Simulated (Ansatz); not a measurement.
Basis-set extrapolation for CH7NOSi (`N[SiH2]CO`) (PBE0-D4/def2-TZVP geometry, frozen core, Ansatz). Multiplicity 1, RHF reference.

```
                      def2-TZVPP   def2-QZVPP
                 HF  -460.289192  -460.306881
    MP2 correlation    -0.760915    -0.817133
CCSD(T) correlation    -0.828322      not run
```

Energies in hartree. Use E(X) = E(∞) + A·exp(−7.88·√X) for Hartree–Fock and E(X) = E(∞) + B·X^(−2.97) for correlation, with X = 3 and 4, and add CCSD(T) minus MP2 of the smaller set to the MP2 limit.

**Question.** What is the CCSD(T) energy at the basis-set limit?

**Answer.** HF limit: -460.306881 + (-0.017689) × 0.13774 = -460.30932. MP2 limit: -0.817133 + (-0.056218) × 0.74074 = -0.85878. Higher-order term: -0.828322 − (-0.760915) = -0.06741. Total: -461.23551 hartree, 74.0 kcal/mol below CCSD(T)/def2-TZVPP.
